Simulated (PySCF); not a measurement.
Correlation energy of Ir (iridium, neutral)

[Xe] 4f14 5d7 6s1 7s1, high-spin 6F determinant (an excited configuration). Calculation: PySCF 2.14, in aug-cc-pVTZ-PP with ECP60MDF (6s6p5d3f2g, 88 functions); a scalar-relativistic core potential. Frozen: 5s2 5p6; 9 electrons correlated.

MP2 pair energies summed by pair of shells (mhartree):

```tsv
pair	energy	share (%)
5d-5d	-147.17	76.9
5d-6s	-38.83	20.3
5d-7s	-3.71	1.9
6s-7s	-1.71	0.9
```

Total MP2 correlation energy: -191.41 mhartree.

Same-spin part -86.05 and opposite-spin part -105.35 mhartree; SCS-MP2 scales them by 1/3 and 6/5 to -155.11 mhartree.
